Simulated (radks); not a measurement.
The numbers below are computed, except where a source is named.
Problem. Ionisation ladder of gadolinium, from Gd to Gd2+. Each ion is in the ground configuration listed by NIST, and IE = E(next ion) - E(this ion). Code: a radial shooting solver on a logarithmic mesh with Libxc functionals. Model: scalar-relativistic Kohn-Sham, PBE, spin-polarised, spherical densities, point nucleus; open shells are filled with parallel spins first (spin-orbit coupling, left out, can overturn this in heavy ions).

species     configuration  IE, Delta-SCF (eV)  -e(HOMO) (eV)   HOMO  <r> HOMO (bohr)
Gd       [Xe] 4f7 5d1 6s2               5.995          2.954  5d up             2.74
Gd+      [Xe] 4f7 5d1 6s1              12.551          9.030  5d up             2.52
Gd2+         [Xe] 4f7 5d1                   ?         15.772  5d up             2.33

Estimate the withheld Delta-SCF values.

Solution. Gd2+: 20.360 eV (NIST 20.54).
